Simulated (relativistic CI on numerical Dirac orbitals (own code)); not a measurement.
## Pt6+: 5d valence photoemission

Computed with this model: Dirac-Coulomb-Breit CI, orbitals from a KLI potential per configuration, model QED (radiative potential, 1s self-energy scaled to tabulated hydrogen-like ionisation energies), multiplet model of photoemission in the sudden approximation, unscaled Slater integrals; configurations [Xe] 4f14 5d4 → [Xe] 4f14 5d3; 80 K; Lorentzian 0.42 eV and Gaussian 0.5 eV FWHM. Energies are those of the free ion, without screening or charge transfer. The energies are binding energies and can lie tens of eV above those of solids. S is read from ⟨S²⟩ = S(S + 1).

Field parameters in Wybourne normalisation: Oh B⁴₀ = 21Dq, B⁴₄ = √(5/14) B⁴₀. The field is a parameter set, without covalency.

free ion: ground-state S = 1.69, centroid 92.15 eV. Peaks (eV, height): 91.5 (100), 92.5 (22), 94.1 (22).

Oh, 10Dq = 10000 cm⁻¹: ground-state S = 1.61, centroid 92.17 eV. Peaks (eV, height): 91.4 (100), 92.7 (32), 93.7 (18).

Oh, 10Dq = 27550 cm⁻¹: ground-state S = 1.26, centroid 92.41 eV. Peaks (eV, height): 91.2 (100), 93.3 (70).

Strongest unbroadened transitions for Oh, 10Dq = 27550 cm⁻¹:

| Energy (eV) | Relative strength |
| --- | --- |
| 91.21 | 100.0 |
| 93.28 | 67.6 |
| 93.81 | 4.0 |
| 94.58 | 5.8 |
| 95.16 | 0.5 |
| 95.48 | 2.5 |
| 96.01 | 1.0 |
| 96.63 | 2.4 |
| 96.92 | 0.8 |
| 97.10 | 0.4 |
| 97.50 | 0.1 |
| 97.63 | 0.3 |
| 97.90 | 0.1 |
| 98.45 | 0.2 |
| 98.86 | 0.4 |
| 98.99 | 0.4 |
| 99.39 | 0.2 |
| 99.82 | 0.1 |
